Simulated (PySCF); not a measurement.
Sr(F)2 cation (F₂Sr), SMILES [F][Sr][F] (connectivity only; charge and spin as stated), charge +1, multiplicity 2.

Geometry: PBE0-D3(BJ)/def2-TZVP. The spin state was assumed, not searched. The isomer is the one that the SMILES or the coordinates give; other isomers of the formula were not compared. The def2 effective core potentials stand for the cores of Sr; spin–orbit coupling is left out.

All values below come from TDA-M06-2X/def2-TZVPD (PySCF).

Vertical excitations. The molecule is in vacuum.

| state | energy (eV) | λ (nm) | f | main pairs |
|---|---|---|---|---|
| root 1 | 1.33 | 930 | 0.000 | β HOMO−1→LUMO 98 % |
| root 2 | 1.96 | 633 | 0.000 | β HOMO−2→LUMO 98 % |
| root 3 | 2.46 | 504 | 0.001 | β HOMO−3→LUMO 95 % |
| root 4 | 2.53 | 491 | 0.000 | β HOMO−4→LUMO 98 % |
| root 5 | 4.77 | 260 | 0.248 | β HOMO→LUMO 85 % |
| root 6 | 7.75 | 160 | 0.001 | β HOMO→LUMO+1 94 % |
| root 7 | 8.17 | 152 | 0.000 | β HOMO−1→LUMO+1 93 % |
| root 8 | 8.58 | 144 | 0.001 | β HOMO−2→LUMO+1 91 % |
| root 9 | 8.72 | 142 | 0.002 | α HOMO→LUMO 94 % |
| root 10 | 8.86 | 140 | 0.000 | α HOMO−1→LUMO 93 % |
Unrestricted roots are not spin-pure.
